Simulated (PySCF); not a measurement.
MoOCl₃, SMILES [O]=[Mo+]([Cl])([Cl])[Cl], charge +1, multiplicity 1.

Coordinates come from a PBE0-D3(BJ)/def2-SVP optimisation. The multiplicity is an assumed one; no other spin state was optimised. The isomer is the one that the SMILES or the coordinates give; other isomers of the formula were not compared. The def2 effective core potentials stand for the cores of Mo; spin–orbit coupling is left out.

Two levels are set side by side: PBE/def2-TZVP (PySCF) and B3LYP/def2-TZVP (PySCF). Same geometry, gas phase. Differences are taken from unrounded values.

```tsv
quantity	PBE
orbital gap (eV)	3.48
highest occupied level (eV)	-14.14
lowest empty level (eV)	-10.66
mean polarisability (bohr³)	77.6
```

Problem. These are the PBE values. What does B3LYP give? (An estimate is asked for; the answer gives what the named calculation found.)

Solution. 
```json
[
 {"quantity": "orbital gap (eV)", "B3LYP": "4.93", "PBE minus B3LYP": "-1.45"},
 {"quantity": "highest occupied level (eV)", "B3LYP": "-15.19", "PBE minus B3LYP": "1.05"},
 {"quantity": "lowest empty level (eV)", "B3LYP": "-10.26", "PBE minus B3LYP": "-0.40"},
 {"quantity": "mean polarisability (bohr³)", "B3LYP": "76.7", "PBE minus B3LYP": "1.0"}
]
```

PBE's occupied levels lie high since its potential decays too fast outside the molecule; exact exchange lowers them and widens the gap. Differences between two approximate levels are no errors against the true value.

Rough cost on one machine, each run with all the roots and properties that it gave: B3LYP against PBE within a factor of 2.
